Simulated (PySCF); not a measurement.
## Spinor energies of Pt²⁺ (platinum, charge +2)

Start: [Xe] 4f14 5d8; 5d3/2 filled at m_j = -3/2, -1/2, +1/2, +3/2; 5d5/2 filled at m_j = -1/2, +1/2, +3/2, +5/2. Calculated with PySCF 2.14 in x2c-TZVPall-2c (11s11p10d2f, 108 functions): generalised Hartree-Fock with the X2C-1e Hamiltonian and a Gaussian nucleus; one run each with spin-orbit coupling (SO) switched off, then screened by Boettger's factors.

```tsv
spinor shell	electrons	ε, spin-free (eV)	ε, screened SO (eV)	weight of nominal j (screened SO)	rms radius, screened SO (bohr)
1s1/2	2	-78852.9	-78823.8	1.000	0.0194
2s1/2	2	-14020.1	-14010.8	1.000	0.0782
2p1/2	2	-12163.5	-13406.4	1.000	0.0663
2p3/2	4	-12163.5	-11671.7	1.000	0.0741
3s1/2	2	-3376.7	-3373.5	1.000	0.200
3p1/2	2	-2827.3	-3103.1	1.000	0.191
3p3/2	4	-2827.3	-2715.9	1.000	0.207
3d3/2	4	-2222.5	-2270.7	1.000	0.182
3d5/2	6	-2222.5	-2187.6	1.000	0.186
4s1/2	2	-778.01	-776.90	1.000	0.441
4p1/2	2	-594.77	-661.09	1.000	0.447
4p3/2	4	-594.77	-567.59	1.000	0.480
4d3/2	4	-367.29	-377.60	1.000	0.496
4d5/2	6	-367.29	-359.44	1.000	0.508
5s1/2	2	-140.96	-140.70	1.000	1.03
4f5/2	6	-112.55	-114.02	0.998	0.564
4f7/2	8	-112.55	-110.45	0.999	0.565
5p1/2	2	-90.366	-102.43	0.995	1.12
5p3/2	4	-90.366	-85.248	0.998	1.21
5d3/2	4	-32.045	-33.044	0.890	1.64
5d5/2	4	-32.045	-31.107	0.909	1.69
```

```tsv
quantity	spin-free	screened SO
E (hartree)	-18398.70331	-18425.75346
M_J	4	4
⟨J²⟩	20.021	20.015
⟨L²⟩	12.015	12.454
⟨S²⟩	2.005	2.094
```

Each row is a mean over spinors that exchange with the open shell spreads, by up to 6.683 eV (5p3/2).

Rows whose weight is well below 1 are mixtures of j = l ± 1/2: exchange outweighs spin-orbit coupling there, and the label is only the starting occupation.

Breit and QED terms are absent; they matter most for the inner s and p1/2 levels.

Densities and radii are taken from the X2C orbitals without a picture-change correction, which distorts them close to the nucleus.

Without spin-orbit coupling the j labels of p, d and f shells carry no meaning; the spin-free column gives the mean over the occupied spinors of each nl shell.
